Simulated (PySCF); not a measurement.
## SMILES Cc1ccc(C=S)o1, C6H6OS

Molfile (atoms numbered from 1):
```
C6H6OS
     RDKit          3D

 14 14  0  0  0  0  0  0  0  0999 V2000
   -2.6098   -0.8238    0.0599 C   0  0  0  0  0  0  0  0  0  0  0  0
   -1.2999   -0.1376    0.0848 C   0  0  0  0  0  0  0  0  0  0  0  0
   -0.9414    1.1929    0.1085 C   0  0  0  0  0  0  0  0  0  0  0  0
    0.4706    1.2254    0.1240 C   0  0  0  0  0  0  0  0  0  0  0  0
    0.8929   -0.0893    0.1088 C   0  0  0  0  0  0  0  0  0  0  0  0
    2.1770   -0.7081    0.1128 C   0  0  0  0  0  0  0  0  0  0  0  0
    3.6145    0.0651    0.1393 S   0  0  0  0  0  0  0  0  0  0  0  0
   -0.2026   -0.9060    0.0850 O   0  0  0  0  0  0  0  0  0  0  0  0
   -2.7078   -1.4524   -0.8393 H   0  0  0  0  0  0  0  0  0  0  0  0
   -3.4235   -0.0882    0.0636 H   0  0  0  0  0  0  0  0  0  0  0  0
   -2.7262   -1.4818    0.9356 H   0  0  0  0  0  0  0  0  0  0  0  0
   -1.6264    2.0378    0.1139 H   0  0  0  0  0  0  0  0  0  0  0  0
    1.1340    2.0870    0.1440 H   0  0  0  0  0  0  0  0  0  0  0  0
    2.1289   -1.8092    0.0958 H   0  0  0  0  0  0  0  0  0  0  0  0
  1  2  1  0
  2  3  2  0
  3  4  1  0
  4  5  2  0
  5  6  1  0
  6  7  2  0
  5  8  1  0
  8  2  1  0
  1  9  1  0
  1 10  1  0
  1 11  1  0
  3 12  1  0
  4 13  1  0
  6 14  1  0
M  END
```

Computed with quadratic response CAM-B3LYP/aug-cc-pVDZ first hyperpolarisability, Taylor convention, gas phase in PySCF 2.14.0. Geometry: PBE0-D3(BJ)/def2-SVP.

(1) Give the tensor of the static β(0;0,0) in the axes of these coordinates.

## Answers

(1) In au, Taylor convention; rows are the first index (the induced dipole):
|  | xx | yy | zz | xy | xz | yz |
| --- | --- | --- | --- | --- | --- | --- |
| x | -1628.7 | -21.8 | -46.2 | +247.0 | -12.4 | +3.1 |
| y | +247.0 | -52.1 | -9.2 | -21.8 | +3.1 | -0.8 |
| z | -12.4 | -0.8 | -1.8 | +3.1 | -46.2 | -9.2 |

Norm of βᵢ = ⅓ Σⱼ (βᵢⱼⱼ + βⱼᵢⱼ + βⱼⱼᵢ): 1706.9 au, hyper-Rayleigh value 702.2 au.
